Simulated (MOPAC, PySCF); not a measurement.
C3H9FGeO3, SMILES `C[O][Ge]([F])([O]C)[O]C`, neutral singlet in the gas phase. 

Cartesian coordinates (Å):
```xyz
17

C      0.6971     2.6579     0.2890
O     -0.2236     1.6175     0.5879
Ge    -0.0060     0.0076    -0.0628
F     -0.0882     0.1046    -1.8021
O     -1.2801    -1.0581     0.4882
C     -2.6466    -0.7480     0.2519
O      1.5635    -0.6284     0.3787
C      1.9659    -1.9296    -0.0266
H      1.7139     2.4172     0.6449
H      0.7425     2.8662    -0.7946
H      0.3518     3.5669     0.8043
H     -2.8700    -0.6757    -0.8272
H     -3.2517    -1.5618     0.6791
H     -2.9394     0.1993     0.7370
H      1.2945    -2.7079     0.3757
H      1.9976    -2.0247    -1.1264
H      2.9787    -2.1031     0.3674
```
Charge 0, spin multiplicity 1.

All levels are single points at this geometry (B3LYP-D3(BJ)/def2-SVP); Pople sets use spherical d functions. Orbital energies aren't observables, and empty levels follow the basis.

HF/3-21G in PySCF gives gap (eV) = 16.69.

Estimate the gap (eV) from each of these levels: B3LYP-D3(BJ)/def2-TZVP in PySCF; PBE-D3(BJ)/def2-TZVP in PySCF; B3LYP/3-21G in PySCF; B3LYP/6-311+G** (LANL2DZ on Ge) in PySCF; M06-2X/6-31G* in PySCF; PBE/6-31G* in PySCF; HF/6-31G* in PySCF; HF/STO-3G in PySCF; AM1 in MOPAC; PM3 in MOPAC; PM6 in MOPAC; PM7 in MOPAC.


| level | gap (eV) |
|---|---|
| B3LYP-D3(BJ)/def2-TZVP in PySCF | 7.67 |
| PBE-D3(BJ)/def2-TZVP in PySCF | 5.50 |
| B3LYP/3-21G in PySCF | 7.40 |
| B3LYP/6-311+G** (LANL2DZ on Ge) in PySCF | 7.45 |
| M06-2X/6-31G* in PySCF | 11.12 |
| PBE/6-31G* in PySCF | 5.44 |
| HF/6-31G* in PySCF | 16.65 |
| HF/STO-3G in PySCF | 18.56 |
| AM1 in MOPAC | 10.84 |
| PM3 in MOPAC | 11.02 |
| PM6 in MOPAC | 10.04 |
| PM7 in MOPAC | 9.16 |
